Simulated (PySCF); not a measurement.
Two species compared at the same levels of theory.

First species: C3H7NOSi.
Cartesian coordinates in Å at the GFN2-xTB level; atoms count from 1:
```xyz
13
C3H7NOSi angstrom
C     -2.1184    0.0705   -0.5236
C     -0.7989   -0.4753   -0.0021
O      0.0908    0.5881    0.2109
Si     1.6089    0.6478    0.7445
C      2.7437   -0.3764   -0.3448
N      3.4204   -1.0135   -1.0149
H     -1.9567    0.6027   -1.4573
H     -2.5461    0.7606    0.1991
H     -2.8154   -0.7452   -0.6937
H     -0.3618   -1.1732   -0.7263
H     -0.9553   -1.0151    0.9398
H      1.7816    0.0709    2.0808
H      1.9028    2.0588    0.5700
```

Second species: C5H7O2P.
Geometry (GFN2-xTB, Å), atoms numbered from 1 in this order:
```
atom  x, y, z in Å
C1     2.491   -1.304   -0.044
C2     1.596   -0.505   -0.106
P3     0.240    0.630   -0.282
C4     0.574    1.939    0.944
O5     0.006    1.089   -1.657
C6    -1.202   -0.355    0.413
C7    -1.736   -1.323   -0.583
O8    -1.623   -0.155    1.519
H9     3.286   -1.989    0.025
H10    1.477    2.468    0.642
H11   -0.267    2.631    0.928
H12    0.692    1.520    1.938
H13   -2.568   -1.901   -0.188
H14   -0.924   -1.980   -0.899
H15   -2.047   -0.757   -1.462
```

Levels: PBE0/def2-SVPD for dipole moment, HOMO energy, LUMO energy, HOMO–LUMO gap, static isotropic polarisability and electronic spatial extent ⟨r²⟩ about the centre of nuclear charge; TDDFT PBE0/def2-SVPD for lowest singlet excitation; TDA PBE0/def2-SVPD for lowest triplet excitation (Tamm–Dancoff); GFN2-xTB for rotational constant A and rotational constant C. Geometries: GFN2-xTB. All species are isolated and taken at one optimised geometry, non-relativistic unless stated. Electronic properties by PySCF.

Dipoles, sizes and rotational constants follow the conformer. The torsions of the flexible species, by atom-mapped SMILES:
- `[CH3:1][CH2:2][O:3][SiH2:4][C:5]#[N:6]`: C1–C2–O3–Si4 180°, C2–O3–Si4–C5 58°
- `[CH:1]#[C:2][P@@:3]([CH3:4])(=[O:5])[C:6]([CH3:7])=[O:8]`: C2–P3–C6–C7 -80°

| property | column X | column Y |
| --- | --- | --- |
| dipole moment | 3.52 D | 2.83 D |
| HOMO energy | -8.81 eV | -7.29 eV |
| LUMO energy | -0.95 eV | -1.86 eV |
| HOMO–LUMO gap | 7.86 eV | 5.43 eV |
| lowest singlet excitation | 6.50 eV | 3.55 eV |
| lowest triplet excitation (Tamm–Dancoff) | 5.85 eV | 2.97 eV |
| static isotropic polarisability | 68.1 au | 86.2 au |
| electronic spatial extent ⟨r²⟩ about the centre of nuclear charge | 965 bohr² | 1099 bohr² |
| rotational constant A | 5.910 GHz | 2.020 GHz |
| rotational constant C | 1.215 GHz | 1.309 GHz |

Task: Which column belongs to which species?

Result: Column X is the first species and column Y the second. The first has 13 atoms and 54 electrons, the second 15 and 68.

Task: How does each property change from the first species to the second?

Result: dipole moment -0.69 D; HOMO energy +1.52 eV; LUMO energy -0.91 eV; HOMO–LUMO gap -2.43 eV; lowest singlet excitation -2.95 eV; lowest triplet excitation (Tamm–Dancoff) -2.88 eV; static isotropic polarisability +18.1 au; electronic spatial extent ⟨r²⟩ about the centre of nuclear charge +134 bohr²; rotational constant A -3.890 GHz; rotational constant C +0.094 GHz.

On the first: The polarisability is 10.09 Å³ as a volume (1 au = 0.148185 Å³), or 1.26 au for each of the 54 electrons. The vertical singlet–triplet gap S1 − T1 is 0.65 eV (TDDFT singlet less Tamm–Dancoff triplet).

On the second: The polarisability is 12.77 Å³ as a volume (1 au = 0.148185 Å³), or 1.27 au for each of the 68 electrons. S1 lies 1.88 eV below the HOMO–LUMO gap; its leading configuration is HOMO→LUMO, weight 0.94.
